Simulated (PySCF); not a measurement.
B2(mu-H)2(H)4, H₆B₂, singlet at its B3LYP/def2-SVP optimised geometry (Å):

```
8

B      0.5932     0.6596     0.0059
B     -0.5952    -0.6619     0.0000
H     -0.7355     0.6594     0.0000
H      0.9806     1.0904     1.0585
H      0.9873     1.0978    -1.0411
H      0.7338    -0.6619     0.0000
H     -0.9873    -1.0978     1.0487
H     -0.9846    -1.0949    -1.0509
```

Computed with B3LYP/def2-TZVP run with PySCF. Cells within 0.4 Å of a nucleus heavier than hydrogen are left out (blank, or x).

Map of the Laplacian of the electron density (e/bohr⁵), clipped to [-1.50, 1.50] on the plane z = 0.0 Å:

```
|55555555555555555555555555555|
|55555555555555555555555555555|
|55555555555555555555555555555|
|55555555555555555555555555555|
|55555555555555555555555555555|
|55555555555555555555555555555|
|55555555555555555555555555555|
|55555555555555555555555555555|
|55555555555555555555555555555|
|55555555555555555555555555555|
|5555555555544457xx55555555555|
|555555555540144xxx95555555555|
|555555555540144xxx95555555555|
|55555555554334459955555555555|
|55555555554444444445555555555|
|55555555555995443345555555555|
|55555555559xxx441045555555555|
|55555555559xxx441045555555555|
|55555555555xx7544455555555555|
|55555555555555555555555555555|
|55555555555555555555555555555|
|55555555555555555555555555555|
|55555555555555555555555555555|
|55555555555555555555555555555|
|55555555555555555555555555555|
|55555555555555555555555555555|
|55555555555555555555555555555|
|55555555555555555555555555555|
|55555555555555555555555555555|
```
Scale: ten equal steps from -1.50 (start of '0') to 1.50 (end of '9'), in the order '0123456789'; x runs from -3.50 to 3.50, y from -3.50 (bottom) to 3.50 (top).
